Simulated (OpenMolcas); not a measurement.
Ionisation energies of magnesium

```json
{
 "Program": "OpenMolcas",
 "Basis": "ANO-RCC [9s8p6d2f2g]",
 "Scalar Hamiltonian": "DKH2, point nucleus",
 "Spin-orbit coupling": "state interaction with AMFI integrals over the reference wave functions, term energies averaged over their components"
}
```

Active shells in each charge state: the valence s, p shells, with orbitals averaged over the low states. Where CASPT2's correlated closed shells are named, they are those of the first ion.

A. CASSCF
B. SS-CASPT2, IPEA 0.25 Eh, imaginary shift 0.1 Eh (closed shells correlated: 2s 2p)
C. SS-CASPT2, IPEA 0.25 Eh, imaginary shift 0.1 Eh (closed shells correlated: 1s 2s 2p)
D. SS-CASPT2, IPEA 0.25 Eh, imaginary shift 0.1 Eh (closed shells correlated: none)
E. SS-CASPT2, IPEA 0 Eh, imaginary shift 0.1 Eh (closed shells correlated: 2s 2p)

Energies in eV between the lowest computed levels, named as in B; reference values from the NIST Atomic Spectra Database with their kind.

| From | To | A | B | C | D | E | Spin-orbit share in B | Reference |
| --- | --- | --- | --- | --- | --- | --- | --- | --- |
| Mg 3s2 1S0 | Mg+ 3s 2S 1/2 | 7.471 | 7.598 | 7.597 | 7.524 | 7.599 | +0.000 | 7.646 (measured) |
| Mg+ 3s 2S 1/2 | Mg2+ 2p6 1S0 | 14.743 | 14.989 | 14.986 | 14.743 | 14.997 | +0.000 | 15.035 (measured) |

Error against the reference values, in %:

```csv
From,Reference,A,B,C,D,E
Mg,measured,-2.3,-0.6,-0.6,-1.6,-0.6
Mg+,measured,-1.9,-0.3,-0.3,-1.9,-0.3
```

Mean absolute error over the 2 measured values: A 0.23 eV, B 0.05 eV, C 0.05 eV, D 0.21 eV, E 0.04 eV.
